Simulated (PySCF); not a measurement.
# Computed NMR parameters against published values

Mapped SMILES: `[Cl:1][c:2]1[cH:3][cH:4][n:5][cH:6][cH:7]1`. Each H is labelled by its parent atom.

Published estimates (parent shift plus substituent increments) and measurements: δ 1H H(C4)/H(C6) 8.59; H(C3)/H(C7) 7.30 ppm (estimated from measurements, as parent shift plus tabulated substituent increment; solution, not stated per compound (mostly CDCl3 or CCl4); Pretsch, Buehlmann, Badertscher, Structure Determination of Organic Compounds, 4th ed. (2009)).

[PySCF: B97-2/pcSseg-2 with gauge-including orbitals; structure optimised with PBE0-D3(BJ)/def2-SVP; non-relativistic; a single conformation; fast rotation and ring inversion assumed for equivalent nuclei; gas phase]

Task: What does the calculation give, and how does it compare?

Result: 
Reference values: estimated from measurements, as parent shift plus tabulated substituent increment (solution, not stated per compound (mostly CDCl3 or CCl4); Pretsch, Buehlmann, Badertscher, Structure Determination of Organic Compounds, 4th ed. (2009)).
```json
{"atoms": "H(C4)/H(C6)", "quantity": "δ 1H", "reference": "8.59", "computed": "8.69"}
{"atoms": "H(C3)/H(C7)", "quantity": "δ 1H", "reference": "7.30", "computed": "7.32"}
```

Computed shifts are σ(ref) − σ with the named reference compound (TMS for H and C) calculated as an isolated molecule at the same level.

Task: How far are the unscaled 1H shifts from the references?

Result: Mean signed difference +0.06 ppm, mean absolute 0.06 ppm over 2 comparisons; the largest is +0.10 ppm at H(C4)/H(C6) (hydrogen on an aromatic CH next to a ring nitrogen).

2 of the 4 published NMR values on file for this molecule are compared.
